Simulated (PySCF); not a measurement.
**Vibration and rotation of KLi⁺**

UHF-CCSD(T) constants of KLi⁺, ²Σ⁺ (doublet), unpaired electrons σ ↑ (K 6-31G(d,p), Li 6-31G(d,p); no relativity (PySCF 2.14); masses 38.9637 and 7.0160 u):

| Quantity | Value |
| --- | --- |
| ωe | 144.6 cm⁻¹ |
| ωexe | 0.934 cm⁻¹ |
| Be | 0.17803 cm⁻¹ |
| αe | 0.00148 cm⁻¹ |
| D (centrifugal) | 1.08e-06 cm⁻¹ |
| De to K⁺ + Li | 0.53 eV |

(1) Give the vibrational terms G(v) and spacings up to v = 6.

(2) How well does the Morse estimate ωe²/(4ωexe) reproduce De, and what is D0?

Correlated steps freeze 5 core orbitals. Correlated levels converge slowly with the basis: in double zeta they bind strong bonds too weakly, by up to about 1 eV, and carry superposition errors of some tenths. For an ion De counts to the pair picked by the measured ionisation energies or electron affinities, which need not be the lowest pair at this level. The state is the lowest determinant that a PBE0 search found; another state may lie lower at other levels.

## Answers

(1) G(v) = ωe(v+½) − ωexe(v+½)².

```csv
v,G(v) (cm⁻¹),G(v) − G(v−1),Bv (cm⁻¹)
0,72,,0.1773
1,215,143,0.1758
2,356,141,0.1743
3,495,139,0.1729
4,632,137,0.1714
5,767,135,0.1699
6,900,133,0.1684
```

(2) It gives 0.69 eV, 131 % of the computed De. D0 = De − G(0) = 0.53 − 0.01 = 0.52 eV.
